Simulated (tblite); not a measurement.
Start geometry of `COC[C@](C)([O-])C(C)=S` from a force field or distance geometry (Å):
```
atom  x, y, z in Å
C1     2.7106   -0.2343   -0.2665
O2     1.7886   -0.1350    0.7204
C3     0.6639    0.5491    0.4553
C4    -0.1161   -0.0522   -0.6785
C5    -0.4495   -1.4942   -0.2278
O6     0.4807   -0.1257   -1.8967
C7    -1.3893    0.7101   -0.9177
C8    -2.4117    0.8448    0.1753
S9    -1.6330    1.3235   -2.2038
H10    3.5834   -0.7912    0.1617
H11    2.9445    0.7531   -0.6630
H12    2.4164   -0.8883   -1.1367
H13    0.8394    1.6379    0.2480
H14    0.0162    0.5876    1.3908
H15   -0.5373   -2.0675   -1.1578
H16   -1.3610   -1.4954    0.3880
H17    0.3988   -1.8006    0.4136
H18   -2.3865    1.9072    0.4603
H19   -3.3996    0.5309   -0.2291
H20   -2.1637    0.2508    1.0771
```

Question: What comes out of this run: GFN2-xTB geometry optimisation, gas phase in tblite?

Answer: 
```
atom  x, y, z in Å
C1     2.7640   -0.1666   -0.1213
O2     1.7224    0.0391    0.8144
C3     0.6139    0.7051    0.2602
C4    -0.1417   -0.1958   -0.8468
C5    -0.4607   -1.5661   -0.1544
O6     0.5779   -0.3156   -1.9259
C7    -1.4059    0.6542   -0.9521
C8    -2.4301    0.6991    0.1490
S9    -1.5575    1.7693   -2.1491
H10    3.3801   -0.9838    0.2556
H11    3.3756    0.7426   -0.2155
H12    2.3234   -0.4178   -1.0963
H13    0.9282    1.6311   -0.2394
H14   -0.0261    0.9382    1.1148
H15   -1.3033   -2.0381   -0.6559
H16   -0.6667   -1.4674    0.9095
H17    0.4155   -2.1972   -0.2802
H18   -2.3770    1.6536    0.6795
H19   -3.4227    0.6369   -0.2985
H20   -2.3143   -0.1101    0.8654
```

The energy falls by 174.2 kJ/mol over 135 L-BFGS steps, the largest force on an atom goes from 12.40 to 0.009 eV/Å, and the atoms move by 0.458 Å rms after alignment. The bond that changes most is C7=S9 (thiocarbonyl carbon to thiocarbonyl sulfur), which lengthens by 0.197 Å. Bonds longer at the end by more than 0.005 Å: 7 of 19; shorter: 11. Among the angles that change most is C3–C4–C7, from 110.9° to 97.1°. Among the dihedrals that turn most is O6–C4–C5–H17, from 95° to 36°. Rotational constants go from 2527, 959.1, 856.7 to 2225, 915.8, 833.9 MHz. The orientation of the end geometry is arbitrary; only internal coordinates are fixed.

Hardware: Arm Neoverse V2, one thread, shared host with 192 logical CPUs at a one-minute load of 43. Cost: 0.92 s.

GFN2-xTB frequencies show an imaginary mode (62i cm⁻¹), so the point is no minimum at that level.

One conformer stands for the species.

These are computed values.
